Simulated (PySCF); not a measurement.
## Radial density of Pr²⁰⁺ (praseodymium, charge +20)

UHF, [Kr] 4d3, high-spin 4F determinant. Calculation: PySCF 2.14, in an uncontracted even-tempered set (20 s from 1.1 bohr⁻², ratio 2.5; 14 p from 1.4 bohr⁻², ratio 2.5; 9 d from 1.4 bohr⁻², ratio 2.5; 4 f from 6.3 bohr⁻², ratio 2.7; 4 g from 9.5 bohr⁻², ratio 2.7); the spin-free X2C one-electron Hamiltonian (Gaussian nucleus).

```
r (bohr)  4πr²ρ (e/bohr)  4πr²(ρα − ρβ)
  0.0218           74.65         0.0012
  0.0367           69.53         0.0313
  0.0618           97.56         0.2896
   0.104           85.48         1.3938
   0.175           80.92         2.1243
   0.294           60.68        -0.0573
   0.494           26.72         5.1967
   0.832           10.92         3.2332
    1.40          0.1018         0.0493
    2.35       2.677e-05         0.0000
```

Densities and radii are taken from the X2C orbitals without a picture-change correction, which distorts them close to the nucleus.

Spin-orbit coupling, absent here, splits the open shell strongly.

Question: Where is the radial spin density 4πr²(ρα − ρβ) most negative, and why is it negative at all?

Answer: Around r = 0.294 bohr, down to -0.0573 e/bohr: exchange with the open shell polarises the paired shells in an unrestricted calculation.
